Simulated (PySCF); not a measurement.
4,4-dichlorobut-1-yne (C4H4Cl2), SMILES C(C(Cl)Cl)C#C.

Geometry optimised at B3LYP-D3(BJ)/def2-SVP. The values are those of a single conformer.

Two levels are set side by side: TDA-PBE/def2-SVPD (PySCF) and TDA-M06-2X/def2-SVPD (PySCF). Vertical, same geometry. The lowest singlet is HOMO→LUMO 93 % with PBE and HOMO→LUMO 24 %, HOMO−1→LUMO+5 16 %, HOMO→LUMO+3 12 %, HOMO→LUMO+6 11 % with the other functional; states are paired by order. Differences are taken from unrounded values.

| quantity | TDA-PBE |
|---|---|
| lowest singlet excitation (eV) | 5.41 |
| lowest triplet excitation (TDA) (eV) | 5.06 |

Question: These are the TDA-PBE values. What does TDA-M06-2X give? (An estimate is asked for; the answer gives what the named calculation found.)

Answer: 
| quantity | TDA-M06-2X | TDA-PBE minus TDA-M06-2X |
|---|---|---|
| lowest singlet excitation (eV) | 6.00 | -0.59 |
| lowest triplet excitation (TDA) (eV) | 5.53 | -0.47 |

A lower first singlet is the usual sign of a functional without exact exchange. Differences between two approximate levels are no errors against the true value.

Rough cost on one machine, each run with all the roots and properties that it gave: TDA-M06-2X against TDA-PBE about 8 times.
